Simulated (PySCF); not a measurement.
Structure problem from calculated spectra and properties.

Formula: C6H14N2Si.

| Item | Value |
| --- | --- |
| Rotational structure | rotational constants A, B, C: 3.077, 0.702, 0.661 GHz [GFN2-xTB] |
| NMR, other nuclei | isotropic shieldings of nuclei other than C and H, by class: -102 (1 N), 152 (1 N), 409 (1 Si) ppm [GIAO PBE0/pcSseg-1] |
| 1H NMR | chemical shifts (computed TMS as zero) by class: 4.82 (3 H), 3.66 (2 H), 2.90 (1 H), 2.73 (2 H), 1.11 (6 H) ppm [GIAO PBE0/pcSseg-1] |
| 13C NMR | chemical shifts (computed TMS as zero) by class: 156.8 (1 C), 50.7 (1 C), 34.1 (1 C), 31.0 (1 C), 22.9 (2 C) ppm [GIAO PBE0/pcSseg-1] |
| Dipole | 2.15 D [PBE0/pcSseg-1] |

Gas-phase values; electronic properties from PySCF, density fitting. Levels stand in brackets. Geometry: GFN2-xTB, one conformer, isolated molecule. GFN2-xTB frequencies show an imaginary mode (84i cm⁻¹), so this geometry is no minimum at that level. NMR classes are plain means over equivalent atoms (diastereotopic ones count apart unless rotation or inversion swaps them), as if these changed places fast.

Problem. What is the compound? Reason from the data.

Solution. Numbering: `[CH3:1][CH:2]([CH3:3])[C:4]1=[N:5][N:6]([SiH3:7])[CH2:8][CH2:9]1`. Its formula, C6H14N2Si, gives 2 degrees of unsaturation: 1 ring and 1 π bond in the structure found. 6 carbons fall into 5 classes; from least to most shielded: C=N carbon [C4] (156.8 ppm), ring sp3 carbon bound to nitrogen [C8] (50.7 ppm), sp3 CH carbon [C2] (34.1 ppm), ring CH2 carbon [C9] (31.0 ppm), methyl carbon [C1/C3] (22.9 ppm, 2 C). Hydrogen classes from least to most shielded: 3 H on an SiH3 silicon, Si7 (4.82 ppm), 2 H on an sp3 carbon bound to nitrogen, C8 (3.66 ppm), 1 H on an sp3 CH carbon, C2 (2.90 ppm), 2 H on a ring CH2 carbon, C9 (2.73 ppm), 6 H on 2 methyl carbons, C1/C3 (1.11 ppm). The other shieldings belong to: -102 ppm, C=N nitrogen [N5]; 152 ppm, silicon-bound nitrogen [N6]; 409 ppm, SiH3 silicon [Si7]. The optimised geometry has point group Cs and is an asymmetric top. Structure: `CC(C)C1=NN([SiH3])CC1`. Computed isomers that give other values at the same levels: `CC1=NN([SiH](C)C)CC1` (13C chemical shifts (computed TMS as zero) by class: 145.2 (1 C), 49.2 (1 C), 38.5 (1 C), 18.1 (1 C), -2.1 (2 C) ppm); `C#CCN(C)[SiH2]N(C)C` (13C chemical shifts (computed TMS as zero) by class: 87.0 (1 C), 77.8 (1 C), 42.2 (1 C), 39.3 (2 C), 35.0 (1 C) ppm); `[SiH3]NN=C1CCCCC1` (13C chemical shifts (computed TMS as zero) by class: 145.8 (1 C), 42.0 (1 C), 32.4 (1 C), 31.0 (1 C), 30.8 (1 C), 24.0 (1 C) ppm). The assignments are read from this structure; whether some other isomer fits the data as well wasn't checked.
